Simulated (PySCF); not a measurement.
Two species compared at the same levels of theory.

First species: trifluoromethanesulfonyl fluoride, CF₄O₂S.
SMILES: `O=S(=O)(F)C(F)(F)F`

Second species: C₅H₃F₃O.
Geometry (GFN2-xTB, Å), atoms numbered from 1 in this order:
```xyz
12
C5H3F3O angstrom
C     -2.572   -0.306   -0.216
C     -1.183    0.002   -0.375
C     -0.012    0.264   -0.514
C      1.367    0.560   -0.641
O      1.932    1.068   -1.568
C      2.144    0.129    0.647
F      1.668    0.763    1.731
F      3.446    0.387    0.569
F      2.004   -1.187    0.878
H     -3.138    0.621   -0.124
H     -2.931   -0.848   -1.090
H     -2.725   -0.910    0.677
```

Levels: CAM-B3LYP/def2-SVPD for dipole moment, HOMO energy, LUMO energy, HOMO–LUMO gap, static isotropic polarisability and electronic spatial extent ⟨r²⟩ about the centre of nuclear charge; TDDFT CAM-B3LYP/def2-SVPD for lowest singlet excitation; TDA CAM-B3LYP/def2-SVPD for lowest triplet excitation (Tamm–Dancoff); GFN2-xTB for rotational constant A and rotational constant C. Geometries: GFN2-xTB. Each species is one conformer at its optimised geometry, gas phase, non-relativistic unless stated. Electronic properties by PySCF.

The conformers computed, where there is a choice (atom-mapped SMILES and torsion angles):
- `[O:1]=[S:2](=[O:3])([F:4])[C:5]([F:6])([F:7])[F:8]`: O1–S2–C5–F6 69°
- `[CH3:1][C:2]#[C:3][C:4](=[O:5])[C:6]([F:7])([F:8])[F:9]`: C3–C4–C6–F7 -59°

```
                                                         property    column X   column Y
                                                    dipole moment      4.82 D     1.52 D
                                                      HOMO energy   -10.16 eV  -12.26 eV
                                                      LUMO energy    -1.47 eV    0.28 eV
                                                    HOMO–LUMO gap     8.69 eV   12.54 eV
                                        lowest singlet excitation     4.07 eV    8.18 eV
                         lowest triplet excitation (Tamm–Dancoff)     3.48 eV    7.56 eV
                                  static isotropic polarisability     66.5 au    43.1 au
electronic spatial extent ⟨r²⟩ about the centre of nuclear charge  1309 bohr²  841 bohr²
                                            rotational constant A   2.886 GHz  2.638 GHz
                                            rotational constant C   0.860 GHz  1.543 GHz
```

(1) Which column belongs to which species?

(2) How does each property change from the first species to the second?

## Answers

(1) Column X is the second species and column Y the first. The first has 8 atoms and 74 electrons, the second 12 and 68.

(2) dipole moment +3.30 D; HOMO energy +2.10 eV; LUMO energy -1.75 eV; HOMO–LUMO gap -3.85 eV; lowest singlet excitation -4.11 eV; lowest triplet excitation (Tamm–Dancoff) -4.08 eV; static isotropic polarisability +23.4 au; electronic spatial extent ⟨r²⟩ about the centre of nuclear charge +468 bohr²; rotational constant A +0.248 GHz; rotational constant C -0.683 GHz.

On the first: The polarisability is 6.39 Å³ as a volume (1 au = 0.148185 Å³), or 0.58 au for each of the 74 electrons. S1 lies 4.36 eV below the HOMO–LUMO gap; its leading configuration is HOMO→LUMO, weight 0.76.

On the second: S1 lies 4.62 eV below the HOMO–LUMO gap; its leading configuration is HOMO−2→LUMO, weight 0.64, beside HOMO→LUMO, weight 0.32. No computed singlet falls in the visible range (750 to 380 nm, 1.65 to 3.26 eV); S1 lies 0.81 eV above its blue end.
